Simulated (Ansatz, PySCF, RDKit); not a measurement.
Complex: H2O (SMILES O) (first 3 atoms) with CH2O2 (SMILES O=CO); geometry from B3LYP-D3(BJ)/def2-TZVP.
(charge 0, multiplicity 1):
```csv
atom,x (Å),y (Å),z (Å)
O,0.6871,0.1448,0.2076
H,0.3583,-0.3176,-0.5701
H,-0.0747,0.5990,0.6114
O,-0.9050,0.6944,2.4333
C,-0.2513,-0.0403,3.1380
O,0.7877,-0.7648,2.7524
H,-0.4582,-0.1884,4.2053
H,0.9430,-0.6052,1.7844
```

Interaction energies are E(AB) − E(A) − E(B) at the monomers' geometry in the complex; basis-set methods are counterpoise corrected. Rows marked so take none. RDKit's UFF carries no charges.

Correlated levels freeze the cores. Rows in 6-31G* carry no dispersion term and start afresh at each structure (6-31G* with six Cartesian d functions).

Run with Ansatz (Gaussian orbitals); PySCF for 6-31G* rows; RDKit for the force fields. Each number belongs to the level named beside it.

Question: One of these levels gives -15.53 kcal/mol for the interaction energy. Name it.
(A) B3LYP/6-31G* (no counterpoise)
(B) UFF
(C) B2PLYP/def2-TZVPPD
(D) HF/6-31G* (no counterpoise)

Answer: A, B3LYP/6-31G* (no counterpoise). The others give 73.27 (UFF), -11.65 (HF/6-31G* (no counterpoise)), -10.21 (B2PLYP/def2-TZVPPD)

Ansatz is a quantum-chemistry and plane-wave program.
